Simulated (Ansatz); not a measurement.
`C=CN([SiH2]Cl)[SiH2]Cl`, charge 0, multiplicity 1.

Q: Give a relaxed structure at PBE0-D4/def2-TZVP (the Gaussian-basis code of Ansatz). (Best estimate.)

A: Computed: 
```xyz
14

C     1.6865    1.1188   -0.8993
C     0.7065    1.0492   -0.0052
N    -0.1623   -0.0379    0.2016
Si   -0.2581   -1.3295   -0.9488
Cl    1.3650   -2.5837   -0.8386
Si   -1.2241    0.0183    1.5659
Cl   -2.9317    1.0886    1.1578
H     2.2782    2.0207   -0.9719
H     1.9400    0.3032   -1.5667
H     0.5268    1.8973    0.6514
H    -0.2979   -0.7900   -2.3225
H    -1.4592   -2.1161   -0.6016
H    -1.6302   -1.3588    1.9062
H    -0.5394    0.7199    2.6715
```
This is one stationary point; other conformers may exist.
